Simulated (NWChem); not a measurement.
System: C₄H₅NO; SMILES N#CC1COC1

NWChem input:

```
start job
memory heap 200 mb stack 900 mb global 1100 mb
geometry units angstroms noautosym nocenter noautoz
  N     -0.289209    -2.595480     0.000000
  C      0.118088    -1.507953     0.000000
  C      0.608475    -0.137239     0.000000
  C      0.012273     0.857298    -1.035981
  O     -0.286720     1.811685     0.000000
  C      0.012273     0.857298     1.035981
  H      1.702169    -0.137616     0.000000
  H      0.712735     1.253301    -1.778709
  H     -0.890938     0.487345    -1.536756
  H      0.712735     1.253301     1.778709
  H     -0.890938     0.487345     1.536756
end
basis spherical
  * library 6-31g*
end
dft
  xc m06-2x
  iterations 150
end
cosmo
  do_cosmo_smd true
  solvent water
end
task dft energy
```

Output (shortened):

```
             Northwest Computational Chemistry Package (NWChem) 7.3.0
             --------------------------------------------------------

                             Geometry "geometry" -> ""
                             -------------------------

 Output coordinates in angstroms (scale by  1.889725989 to convert to a.u.)

  No.       Tag          Charge          X              Y              Z
 ---- ---------------- ---------- -------------- -------------- --------------
    1 N                    7.0000    -0.28920900    -2.59548000     0.00000000
    2 C                    6.0000     0.11808800    -1.50795300     0.00000000
    3 C                    6.0000     0.60847500    -0.13723900     0.00000000
    4 C                    6.0000     0.01227300     0.85729800    -1.03598100
    5 O                    8.0000    -0.28672000     1.81168500     0.00000000
    6 C                    6.0000     0.01227300     0.85729800     1.03598100
    7 H                    1.0000     1.70216900    -0.13761600     0.00000000
    8 H                    1.0000     0.71273500     1.25330100    -1.77870900
    9 H                    1.0000    -0.89093800     0.48734500    -1.53675600
   10 H                    1.0000     0.71273500     1.25330100     1.77870900
   11 H                    1.0000    -0.89093800     0.48734500     1.53675600

 Effective nuclear repulsion energy (a.u.)     212.6048819697

                                 NWChem DFT Module
                                 -----------------

 Summary of "ao basis" -> "ao basis" (spherical)
 ------------------------------------------------------------------------------
       Tag                 Description            Shells   Functions and Types
 ---------------- ------------------------------  ------  ---------------------
 N                           6-31g*                  6       14   3s2p1d
 C                           6-31g*                  6       14   3s2p1d
 O                           6-31g*                  6       14   3s2p1d
 H                           6-31g*                  2        2   2s

 in cosmo_initialize ...
 calling solv_data for solv:h2o

 solvent parameters
 solvname_short: h2o
 solvname_long:  water
 dielec:       78.4000
 dielecinf:     1.7769
 aqueous SMD model solvent descriptors
 dielec:       78.4000
 sola:          0.8200

          ---------------
          -cosmo- solvent
          ---------------
 Cosmo: York-Karplus, doi: 10.1021/jp992097l
 dielectric constant -eps-     =  78.40
 screen = (eps-1)/(eps    )    =   0.98724
 surface charge correction     = lagrangian

   van der Waals surface
 --------------------------

[...]

                                COSMO-SMD solvation results
                                ---------------------------

             internal energy in gas <Psi(g)|H|Psi(g)> =      -285.219255642068
         internal energy in solvent <Psi(s)|H|Psi(s)> =      -285.215607134601
                               delta internal energy  =         0.003648507467 (    2.29 kcal/mol)
   total free energy in solvent <Psi(s)|H+V/2|Psi(s)> =      -285.236118192131
 polarization energy contribution <Psi(s)|V/2|Psi(s)> =        -0.020511057530 (  -12.87 kcal/mol)
    total free energy in solvent including G(SMD-CDS) =      -285.229237962289
                       G(SMD-CDS) energy contribution =         0.006880229842 (    4.32 kcal/mol)
     1 M fixed-concentration free energy of solvation =        -0.009982320221 (   -6.26 kcal/mol)

                       DFT Final Molecular Orbital Analysis
                       ------------------------------------

 Vector   20  Occ=2.000000D+00  E=-3.849813D-01
              MO Center= -2.2D-02, -4.3D-01, -9.8D-09, r^2= 4.3D+00
   Bfn.  Coefficient  Atom+Function         Bfn.  Coefficient  Atom+Function
  ----- ------------  ---------------      ----- ------------  ---------------
     3      0.333299   1 N  px               60      0.334533   5 O  py
    64      0.255127   5 O  py                7      0.215412   1 N  px
    17      0.202639   2 C  px               31     -0.188204   3 C  px
    46     -0.174691   4 C  py               74     -0.174691   6 C  py
    32      0.155558   3 C  py               18     -0.145748   2 C  py

 Vector   21  Occ=2.000000D+00  E=-3.795096D-01
              MO Center=  7.6D-02, -7.0D-01,  1.4D-08, r^2= 3.7D+00
   Bfn.  Coefficient  Atom+Function         Bfn.  Coefficient  Atom+Function
  ----- ------------  ---------------      ----- ------------  ---------------
     5      0.343274   1 N  pz               33     -0.293530   3 C  pz
    19      0.232007   2 C  pz                9      0.222865   1 N  pz
    47      0.210169   4 C  pz               75      0.210169   6 C  pz
    37     -0.174426   3 C  pz               23      0.146188   2 C  pz
    46     -0.133991   4 C  py               74      0.133991   6 C  py

 Vector   22  Occ=2.000000D+00  E=-3.360785D-01
              MO Center= -1.9D-01,  1.3D+00, -5.0D-09, r^2= 2.2D+00
   Bfn.  Coefficient  Atom+Function         Bfn.  Coefficient  Atom+Function
  ----- ------------  ---------------      ----- ------------  ---------------
    59      0.517285   5 O  px               63      0.418585   5 O  px
    45     -0.177692   4 C  px               73     -0.177692   6 C  px
    90      0.173237   9 H  s                94      0.173237  11 H  s
    89      0.146177   9 H  s                93      0.146177  11 H  s
    88     -0.132010   8 H  s                92     -0.132010  10 H  s

 Vector   23  Occ=0.000000D+00  E= 6.070332D-02
              MO Center=  5.4D-02, -1.3D+00,  7.7D-09, r^2= 3.1D+00
   Bfn.  Coefficient  Atom+Function         Bfn.  Coefficient  Atom+Function
  ----- ------------  ---------------      ----- ------------  ---------------
    48      0.619517   4 C  s                76     -0.619517   6 C  s
     9     -0.506342   1 N  pz               23      0.470734   2 C  pz
    37      0.396527   3 C  pz                5     -0.390334   1 N  pz
    19      0.378752   2 C  pz               51      0.236003   4 C  pz
    79      0.236003   6 C  pz               50     -0.142669   4 C  py

 Vector   24  Occ=0.000000D+00  E= 7.132630D-02
              MO Center=  1.4D-01, -1.2D+00, -7.2D-09, r^2= 3.5D+00
   Bfn.  Coefficient  Atom+Function         Bfn.  Coefficient  Atom+Function
  ----- ------------  ---------------      ----- ------------  ---------------
    86      0.524668   7 H  s                 7      0.475776   1 N  px
    21     -0.435307   2 C  px               48     -0.391084   4 C  s
    76     -0.391084   6 C  s                17     -0.358256   2 C  px
     3      0.353886   1 N  px               35     -0.271469   3 C  px
    22      0.258766   2 C  py               62     -0.258160   5 O  s

 Vector   25  Occ=0.000000D+00  E= 1.248536D-01
              MO Center=  7.3D-02,  6.6D-01, -9.8D-09, r^2= 3.7D+00
   Bfn.  Coefficient  Atom+Function         Bfn.  Coefficient  Atom+Function
  ----- ------------  ---------------      ----- ------------  ---------------
    34      1.057559   3 C  s                62     -0.888318   5 O  s
    50      0.712022   4 C  py               78      0.712022   6 C  py
     6      0.509681   1 N  s                36      0.496782   3 C  py
    86     -0.402915   7 H  s                20     -0.364546   2 C  s
    64      0.337924   5 O  py               21      0.328498   2 C  px

     Multipole analysis of the density
     ---------------------------------

     L   x y z        total         alpha         beta         nuclear
     -   - - -        -----         -----         ----         -------
     0   0 0 0      0.000000    -22.000000    -22.000000     44.000000

     1   1 0 0      0.921247     -0.988980     -0.988980      2.899206
     1   0 1 0      0.924441      0.381699      0.381699      0.161042
     1   0 0 1     -0.000000     -0.000000     -0.000000      0.000000

     2   2 0 0    -24.192563    -28.257115    -28.257115     32.321666
     2   1 1 0     -0.301321     -0.757001     -0.757001      1.212680
     2   1 0 1      0.000000      0.000000      0.000000      0.000000
     2   0 2 0    -39.722963   -197.744711   -197.744711    355.766460
     2   0 1 1     -0.000000     -0.000000     -0.000000      0.000000
     2   0 0 2    -22.256579    -53.855947    -53.855947     85.455315
```

Level: M06-2X/6-31G* (spherical d), SMD on the gas-phase geometry. Structure relaxed at the B3LYP/6-31G* (spherical d) level. Solvent: water.
